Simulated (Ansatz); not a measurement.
Saddle search on SnSiH₇Cl, singlet by partitioned rational-function steps on PBE0-D4/def2-TZVP gradients (Ansatz 0.2.0), from this start:

```
atom    x (Å)    y (Å)    z (Å)
 Sn1  -0.6907   0.4882  -1.1558
 Cl2   1.9880   1.2560  -1.0105
  H3  -0.2967  -0.0658  -2.7143
  H4  -1.9484  -0.5509  -0.5539
  H5  -1.1456   2.1043  -0.9119
  H6   1.0154   0.3379   0.0328
 Si7   0.3048  -0.6911   1.2813
  H8  -0.8949  -0.2276   2.0397
  H9   0.1398  -2.1172   0.8668
 H10   1.5283  -0.5338   2.1261
```

```json
{"step": "1", "energy less the last (meV)": "16.0", "largest force (eV/Å)": "0.184", "curvature followed (eV/Å²)": "-5.62"}
{"step": "2", "energy less the last (meV)": "14.8", "largest force (eV/Å)": "0.355", "curvature followed (eV/Å²)": "-5.57"}
{"step": "3", "energy less the last (meV)": "4.5", "largest force (eV/Å)": "0.083", "curvature followed (eV/Å²)": "-5.59"}
{"step": "4", "energy less the last (meV)": "3.2", "largest force (eV/Å)": "0.144", "curvature followed (eV/Å²)": "-5.58"}
{"step": "5", "energy less the last (meV)": "0.9", "largest force (eV/Å)": "0.073", "curvature followed (eV/Å²)": "-5.58"}
{"step": "6", "energy less the last (meV)": "0.3", "largest force (eV/Å)": "0.026", "curvature followed (eV/Å²)": "-5.70"}
{"step": "7", "energy less the last (meV)": "0.8", "largest force (eV/Å)": "0.036", "curvature followed (eV/Å²)": "-5.70"}
{"step": "8", "energy less the last (meV)": "0.1", "largest force (eV/Å)": "0.022", "curvature followed (eV/Å²)": "-5.70"}
{"step": "9", "energy less the last (meV)": "0.1", "largest force (eV/Å)": "0.013", "curvature followed (eV/Å²)": "-5.70"}
{"step": "10", "energy less the last (meV)": "0.0", "largest force (eV/Å)": "0.019", "curvature followed (eV/Å²)": "-5.70"}
{"step": "11", "energy less the last (meV)": "0.0", "largest force (eV/Å)": "0.017", "curvature followed (eV/Å²)": "-5.70"}
{"step": "12", "energy less the last (meV)": "0.0", "largest force (eV/Å)": "0.019", "curvature followed (eV/Å²)": "-5.70"}
{"step": "13", "energy less the last (meV)": "0.0", "largest force (eV/Å)": "0.016", "curvature followed (eV/Å²)": "-5.72"}
{"step": "14", "energy less the last (meV)": "0.0", "largest force (eV/Å)": "0.006", "curvature followed (eV/Å²)": "-5.77"}
```

The search ended at:

```tsv
atom	x (Å)	y (Å)	z (Å)
Sn1	-0.6997	0.4690	-1.1400
Cl2	1.9419	1.4347	-0.8933
H3	-0.1762	-0.2183	-2.5932
H4	-1.9900	-0.4981	-0.5049
H5	-1.1564	2.0944	-1.0591
H6	0.9600	0.3822	0.0457
Si7	0.3072	-0.7142	1.2547
H8	-0.7943	-0.1866	2.0962
H9	0.0116	-2.0967	0.8049
H10	1.5960	-0.6663	1.9891
```
